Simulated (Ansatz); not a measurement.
The cluster Ga6S10⁻. Charge -1, multiplicity 2. Geometry PBE-D4/def2-SVP.

```xyz
16

Ga   -2.1670   -1.0255    0.4936
Ga    1.1498   -1.4095    1.0094
Ga   -1.6040    1.1684    2.5014
Ga   -0.1910   -2.4797   -1.5103
Ga    1.6921    2.5832    0.2017
Ga    1.1629    0.3520   -1.8130
S     1.7924    2.4734   -2.1083
S    -0.6150   -1.1664    2.3502
S     0.7751   -1.3905   -3.2184
S     2.4994    0.1232    0.1633
S    -0.7229    2.1675    0.4508
S     1.2073   -3.4106    0.0070
S     2.1359    3.8657    1.8242
S    -1.1288    0.6310   -0.9797
S    -2.3779   -2.6926   -1.0346
S    -3.6085    0.2105    1.6626
```

Single mean-field runs in def2-TZVP are fitted with def2-universal-jkfit. The structure comes from a short search, and lower isomers may exist.

Question: Estimate the α-spin orbital energies around the gap (eV) in Ansatz with PBE-D4/def2-SVP, PBE-D4/def2-TZVP, revPBE-D4/def2-TZVP, PBE0-D4/def2-SVP, PBE0-D4/def2-TZVP.

Answer: 
| orbital | PBE-D4/def2-SVP | PBE-D4/def2-TZVP | revPBE-D4/def2-TZVP | PBE0-D4/def2-SVP | PBE0-D4/def2-TZVP |
| --- | --- | --- | --- | --- | --- |
| HOMO−13 | -4.56 | -4.63 | -4.57 | -5.88 | -5.90 |
| HOMO−12 | -4.44 | -4.51 | -4.45 | -5.71 | -5.73 |
| HOMO−11 | -4.28 | -4.37 | -4.30 | -5.55 | -5.59 |
| HOMO−10 | -4.09 | -4.17 | -4.10 | -5.28 | -5.33 |
| HOMO−9 | -4.04 | -4.12 | -4.04 | -5.21 | -5.26 |
| HOMO−8 | -3.74 | -3.83 | -3.75 | -4.92 | -4.96 |
| HOMO−7 | -3.62 | -3.73 | -3.66 | -4.85 | -4.90 |
| HOMO−6 | -3.49 | -3.60 | -3.54 | -4.70 | -4.78 |
| HOMO−5 | -3.37 | -3.51 | -3.45 | -4.65 | -4.74 |
| HOMO−4 | -3.28 | -3.40 | -3.34 | -4.50 | -4.56 |
| HOMO−3 | -2.99 | -3.13 | -3.07 | -4.17 | -4.27 |
| HOMO−2 | -2.44 | -2.56 | -2.52 | -3.73 | -3.78 |
| HOMO−1 | -2.17 | -2.26 | -2.15 | -2.78 | -2.89 |
| HOMO | -2.02 | -2.15 | -2.04 | -2.73 | -2.85 |
| LUMO | -0.83 | -0.93 | -0.83 | -0.34 | -0.40 |
| LUMO+1 | -0.16 | -0.28 | -0.17 | 0.47 | 0.40 |
| LUMO+2 | 0.31 | 0.14 | 0.23 | 0.99 | 0.85 |
| LUMO+3 | 0.42 | 0.29 | 0.40 | 1.09 | 1.00 |
| LUMO+4 | 0.78 | 0.58 | 0.69 | 1.52 | 1.33 |
| LUMO+5 | 0.93 | 0.69 | 0.81 | 1.72 | 1.50 |
| β HOMO | -1.95 | -2.08 | -1.98 | -2.61 | -2.77 |
| β LUMO | -1.68 | -1.78 | -1.66 | -1.19 | -1.22 |
